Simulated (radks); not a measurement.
Question: These are the eigenvalues of the occupied orbitals of an atom or ion with whole-number occupations (hartree). All-electron calculation, scalar-relativistic Kohn-Sham, exchange-only PBE, spin-polarised, spherical densities, finite nucleus; Fermi nuclear charge, rms radius of each element as measured or else 0.836 A^(1/3) + 0.57 fm. Program: a radial shooting solver on a logarithmic mesh with Libxc functionals.

| orbital | eigenvalue |
|---|---|
| 1s up | -1316.145 |
| 1s down | -1316.144 |
| 2s up | -206.9442 |
| 2s down | -206.9434 |
| 2p up | -185.7125 |
| 2p down | -185.7110 |
| 3s up | -43.47188 |
| 3s down | -43.47031 |
| 3p up | -36.63919 |
| 3p down | -36.63739 |
| 3d up | -26.60701 |
| 3d down | -26.60529 |
| 4s up | -8.66603 |
| 4s down | -8.66226 |
| 4p up | -6.48124 |
| 4p down | -6.47731 |
| 4d up | -3.30157 |
| 4d down | -3.29581 |
| 5s up | -1.53814 |
| 5s down | -1.50471 |
| 5p up | -1.03134 |
| 5p down | -0.99732 |

Which element is it, and in what charge state? The configuration may be excited. Open shells, if any, are filled with parallel spins first.

Answer: Z = 55, caesium, charge +2: Cs2+ in [Kr] 4d10 5s2 5p5. The list shows which subshells hold electrons but not how many an open one holds; the 1s level, -1316.1 hartree, gives Z - s = 51.3 by -(Z - s)^2/2, which with screening and relativity narrows Z to a few neighbours, and the depths of the outer levels then fix element, charge and occupations together.
